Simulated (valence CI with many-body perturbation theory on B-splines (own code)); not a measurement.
## Ce7+ in brief

Computed by relativistic CI+MBPT: five valence electrons over a frozen Dirac-Fock core [Kr] 4d10, a basis of 7 s, 7 p, 7 d, 7 f, 4 g, 2 h functions for each j, with the one-electron correlation potential Σ1, the two-electron term Σ2, the three-electron term Σ3, Breit, model QED; selected CI, second order for the rest, scaled by the run's own slope (own B-spline code, finite nucleus).

No measured levels were compared; by estimate levels hold to about 250 cm⁻¹ or 0.2 % of their energy and the worst to 1 %, as in measured heavy ions of charge 2 to 7; those with d or f electrons hold less well. Core correlation moves these levels by up to 45000 cm⁻¹, and in measured spectra 5 to 20 % of such shifts remained as error; rates that hang on mixing are uncertain with them. Among the levels kept, up to 1100 cm⁻¹ of a level comes from second order outside the variational space, and about a tenth of that is noise between levels of different J, which matters for small intervals.

Levels are named by their leading jj configuration (3d3/2^4 stands for four electrons in 3d with j = 3/2), which in mixed levels can hold well under half, so a name can repeat and another be missing.

Rates and lifetimes use the calculated energies. Strong lines usually hold to 10 to 20 %, long lifetimes can be off by a factor of two.

Q: What is the ground level?

A: (5s^2 5p1/2^2 5p3/2) J=3/2, composition 59 % 5s2 5p3 4S° + 25 % 5s2 5p3 2P° + 13 % 5s2 5p3 2D°, g = 1.663.

Q: Where does the other parity begin?

A: At (5s 5p1/2^2 5p3/2^2) J=5/2, 158290 cm⁻¹.

Q: How well does LS coupling describe the low levels?

A: Among the lowest 20 levels the leading LS term, summed over configurations, holds 60 % on average. For single configurations the figures are 58 % in LS and 80 % in jj coupling. Terms mix most in the J = 7/2 level at 73131 cm⁻¹, where the leading one holds 26 %.

Q: What is the ionisation energy?

A: 107.56 eV; NIST lists 106 ± 2.1 eV (theoretical).

Q: Name the longest-lived excited levels whose lifetime is computed, and their main decay.

A: (4f5/2 5s^2 5p1/2^2) J=5/2 at 69100 cm⁻¹ lives 29.1 ms, mostly by E2 to (5s^2 5p1/2^2 5p3/2) J=3/2; (5s^2 5p1/2 5p3/2^2) J=5/2 at 30335 cm⁻¹ lives 22.1 ms, mostly by M1 to (5s^2 5p1/2^2 5p3/2) J=3/2; (4f7/2 5s^2 5p1/2^2) J=7/2 at 73131 cm⁻¹ lives 17.3 ms, mostly by E2 to (5s^2 5p1/2^2 5p3/2) J=3/2. The lifetime of (4f7/2 5s^2 5p1/2 5p3/2) J=9/2 is too uncertain to give, and may be longer. The lifetime of (4f7/2 5s^2 5p1/2 5p3/2) J=11/2 is too uncertain to give, and may be longer.

Q: What are the static dipole polarisabilities of the lowest levels?

A: (5s^2 5p1/2^2 5p3/2) J=3/2 3.36 (tensor 0.059); (5s^2 5p1/2 5p3/2^2) J=3/2 3.44 (tensor 0.097); (5s^2 5p1/2 5p3/2^2) J=5/2 3.43 (tensor 0.027); (5s^2 5p1/2 5p3/2^2) J=1/2 3.47 bohr³, of which the core gives 0.421.

Q: Among levels below 195430 cm⁻¹, which E1 lines absorb most strongly from the ground level?

A: to (5s 5p1/2 5p3/2^3) J=3/2 at 57.32 nm, f = 0.0793; to (5s 5p1/2^2 5p3/2^2) J=5/2 at 63.17 nm, f = 0.0577; to (5s 5p1/2^2 5p3/2^2) J=1/2 at 56.27 nm, f = 0.0364.
